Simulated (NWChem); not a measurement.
# SiCl cation, singlet

```xyz
2

Si     0.0000     0.0000    -1.0800
Cl     0.0000     0.0000     0.8942
```
Atoms are numbered in this order, from 1.

Results from NWChem. Low-valent species are run as closed-shell singlets; no triplet was tried in these runs. All runs use the structure optimised with PBE0/def2-SVP. GIAO values for the isolated, static molecule; σ is the absolute isotropic shielding, δ = σ(reference) − σ with the isolated reference molecule computed at the same levels (29Si: tetramethylsilane).

### Question
Order these by “σ Cl2 (ppm)”, lowest first: PBE0/pcSseg-1; LDA (Slater exchange, VWN5)/pcSseg-1; BHandHLYP/pcSseg-1.

### Answer
LDA (Slater exchange, VWN5)/pcSseg-1 (60.6), PBE0/pcSseg-1 (148.6), BHandHLYP/pcSseg-1 (171.2)
